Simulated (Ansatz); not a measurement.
Single points on [Tm(H2O)6]3+ (TmO₆H₁₂³⁺).

```yaml
crystal:
  periodic: [false, false, false]
  atoms:
    - {symbol: Tm, position_ang: [0.002624, -0.000734, -0.002050]}
    - {symbol: O, position_ang: [0.164057, 0.182348, 2.255971]}
    - {symbol: H, position_ang: [0.149812, 0.998786, 2.797321]}
    - {symbol: H, position_ang: [0.264240, -0.537476, 2.912953]}
    - {symbol: O, position_ang: [-0.167709, -0.183750, -2.259930]}
    - {symbol: H, position_ang: [-0.271315, 0.535790, -2.916825]}
    - {symbol: H, position_ang: [-0.153863, -1.000132, -2.801561]}
    - {symbol: O, position_ang: [2.255314, 0.165689, -0.176597]}
    - {symbol: H, position_ang: [2.908667, 0.274086, 0.545218]}
    - {symbol: H, position_ang: [2.798448, 0.148579, -0.991747]}
    - {symbol: O, position_ang: [-2.250578, -0.164686, 0.170941]}
    - {symbol: H, position_ang: [-2.795150, -0.147969, 0.985145]}
    - {symbol: H, position_ang: [-2.903079, -0.267660, -0.552510]}
    - {symbol: O, position_ang: [-0.174890, 2.251621, -0.169156]}
    - {symbol: H, position_ang: [-0.990884, 2.793372, -0.158172]}
    - {symbol: H, position_ang: [0.547349, 2.906222, -0.265261]}
    - {symbol: O, position_ang: [0.175333, -2.252767, 0.175982]}
    - {symbol: H, position_ang: [-0.548090, -2.904339, 0.283634]}
    - {symbol: H, position_ang: [0.989735, -2.797000, 0.166664]}
basis:
  gaussian: {orbitals: def2-TZVP, initial_orbitals: start.molden}
total_charge: 3
magnetization: {spin_polarized: true, initial_magnetization: 2}
hamiltonian: {xc: {name: B3LYP}, dispersion: d4}
scf: {omitted_lower_state_checks: [starts]}
output: {orbitals: {seedname: orbitals}}
```

The file start.molden holds the orbitals of an earlier run on this structure, at another level or in another basis.

```sh
$ ansatz run in.yaml --threads 4 --pin off --events-out ev --progress --plain --max-ram 6963MiB
```

Shortened log:

```
Functional definition: B3LYP
2220 factors; their error is unknown
mean field evaluation 1: about -42006.4510 eV, gradient 7.3e0 eV
mean field evaluation 2: about -42006.5478 eV, gradient 8.5e-2 eV
mean field evaluation 4: about -42006.6359 eV, gradient 1.7e-3 eV
mean field evaluation 8: about -42006.6363 eV, gradient 7.1e-2 eV
mean field evaluation 16: about -42006.6359 eV, gradient 1.3e-5 eV
mean field -42006.63585896 eV, -1543.7153946965 hartree, gradient 6.6e-6 eV, S^2 2.001355; 0 other end points of the search recorded, 0 dependent functions left out
reference -42006.63618507 eV, -1543.7154066806 hartree; 50, 48 occupied and 304, 306 virtual orbitals, 2220 factors
Total energy: -42007.04365189 eV, -1543.7303808101 hartree
Checks for a lower state left out: starts
```

It took 11 min on 4 threads of Arm Neoverse N1 on a shared host, peak host memory 2.2 GiB.

First input, but with `hamiltonian: {xc: pbe, dispersion: d4}` (abridged; 82 s):

```
Functional definition: PBE
mean field evaluation 16: about -41997.2950 eV, gradient 1.8e-5 eV
mean field -41997.29500895 eV, -1543.3721247900 hartree, gradient 2.0e-6 eV, S^2 2.001213
Total energy: -41997.55537211 eV, -1543.3816929594 hartree
Checks for a lower state left out: starts
```

First input, but with `hamiltonian: {xc: pbe0, dispersion: d4}`, `output: {forces: true, orbitals: {seedname: orbitals}}` (abridged; 21 min):

```
Functional definition: PBE0
mean field evaluation 16: about -41989.5812 eV, gradient 5.4e-6 eV
mean field -41989.58118353 eV, -1543.0886469345 hartree, gradient 4.5e-8 eV, S^2 2.001397
Total energy: -41989.80867021 eV, -1543.0970069156 hartree
Atom 0 force    -0.003682    -0.001862    -0.001739 eV/Å
Atom 1 force     0.045401     0.050742     0.622643 eV/Å
Atom 2 force    -0.000681    -0.253811    -0.208411 eV/Å
Atom 3 force    -0.032855     0.217427    -0.243512 eV/Å
Atom 4 force    -0.046121    -0.051565    -0.624411 eV/Å
Atom 5 force     0.036438    -0.217733     0.246618 eV/Å
Atom 6 force     0.000317     0.255004     0.211641 eV/Å
Atom 7 force     0.612778     0.049986    -0.050807 eV/Å
Atom 8 force    -0.239067    -0.039066    -0.217001 eV/Å
Atom 9 force    -0.205988     0.000140     0.253206 eV/Å
Atom 10 force    -0.618303    -0.043828     0.046935 eV/Å
Atom 11 force     0.208637    -0.000931    -0.253841 eV/Å
Atom 12 force     0.241360     0.033543     0.220527 eV/Å
Atom 13 force    -0.048030     0.606755    -0.039448 eV/Å
Atom 14 force     0.252207    -0.206136    -0.000572 eV/Å
Atom 15 force    -0.216556    -0.238871     0.027798 eV/Å
Atom 16 force     0.047641    -0.607367     0.053930 eV/Å
Atom 17 force     0.217718     0.239813    -0.039468 eV/Å
Atom 18 force    -0.251213     0.207759    -0.004088 eV/Å
Dipole moment:    -0.001742     0.001850     0.003446 e Å
Checks for a lower state left out: starts
```

As the first input, with `gaussian: {orbitals: def2-SVP, initial_orbitals: start.molden}`, `hamiltonian: {xc: pbe, dispersion: d4}` (abridged; 87 s):

```
Functional definition: PBE
mean field evaluation 16: about -41981.2941 eV, gradient 2.3e-5 eV
mean field -41981.29408530 eV, -1542.7841016914 hartree, gradient 5.1e-6 eV, S^2 2.001071
Total energy: -41981.55449637 eV, -1542.7936716220 hartree
Checks for a lower state left out: starts
```

As the first input, with `gaussian: {orbitals: def2-SVP, initial_orbitals: start.molden}`, `hamiltonian: {xc: pbe0, dispersion: d4}` (abridged; 2.2 min):

```
Functional definition: PBE0
mean field evaluation 16: about -41973.8532 eV, gradient 2.7e-5 eV
mean field -41973.85315412 eV, -1542.5106525146 hartree, gradient 1.8e-6 eV, S^2 2.001266
Total energy: -41974.08068119 eV, -1542.5190139800 hartree
Checks for a lower state left out: starts
```

First input, but with `hamiltonian: {xc: r2scan, dispersion: d4}` (abridged; 3.8 min):

```
Functional definition: r2SCAN
mean field evaluation 16: about -41987.3810 eV, gradient 5.6e-6 eV
mean field -41987.38100464 eV, -1543.0077918515 hartree, gradient 3.4e-6 eV, S^2 2.002001
Total energy: -41987.45574068 eV, -1543.0105383504 hartree
Checks for a lower state left out: starts
```

As the first input, with `gaussian: {orbitals: def2-SVP, initial_orbitals: start.molden}`, `correlation: {method: mp2}` and without the key `hamiltonian` (abridged; 2.5 min):

```
Functional definition: HF
mean field evaluation 16: about -41838.7755 eV, gradient 6.8e-2 eV
mean field evaluation 32: about -41838.7763 eV, gradient 2.2e-8 eV
mean field -41838.77625536 eV, -1537.5466680434 hartree, gradient 5.3e-9 eV, S^2 2.001839
10 core orbitals not correlated: weight in the atoms' cores, before any rotation towards them, 1.000 or more for the frozen orbitals, at most 0.000 for the correlated occupied ones
second order -63.26203492 eV of doubles, -0.00000000 eV of singles
Total energy: -41902.03829028 eV, -1539.8715049462 hartree
Checks for a lower state left out: starts
```

Geometry: r2SCAN-D4/def2-SVP.

In the def2 sets Tm takes a core potential; there is no spin–orbit coupling. B3LYP takes the VWN-RPA correlation. Correlated methods freeze 10 core orbitals; core or outer-core shells of Tm are correlated, in sets that lack core-valence functions. With an open 4f shell the SCF may have ended on a state above the lowest.
